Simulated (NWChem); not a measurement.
System: CuPH3I; SMILES [I][Cu]<-[PH3]

Input file for NWChem:

```
start job
memory heap 200 mb stack 900 mb global 1100 mb
geometry units angstroms noautosym nocenter noautoz
  Cu    -0.001328     0.907079     0.000056
  I     -0.003352    -1.498731     0.000043
  P      0.007463     3.102146    -0.000188
  H      1.026637     3.790823    -0.707403
  H      0.116740     3.796934     1.232065
  H     -1.107870     3.804359    -0.525570
end
basis spherical
  * library def2-svp
end
ecp
  I library def2-ecp
end
dft
  xc xpbe96 cpbe96
  iterations 150
end
tddft
  cis
  nroots 8
  notriplet
end
task tddft energy
```

Geometry: optimised at PBE0/def2-SVP. def2 effective core potentials on I; no spin-orbit coupling.

Vertical excitations in the gas phase.

Question: Give the results of this calculation. (PBE/def2-SVP with def2 effective core potentials on I, TDA.) Quantities: lowest excitation, singlet (eV); lowest state with f > 0.02, singlet (eV); oscillator strength of that bright state; orbital gap (eV).

Answer: 
| Quantity | Value |
|---|---|
| lowest excitation, singlet (eV) | 3.68 |
| lowest state with f > 0.02, singlet (eV) | 4.05 |
| oscillator strength of that bright state | 0.124 |
| orbital gap (eV) | 3.68 |
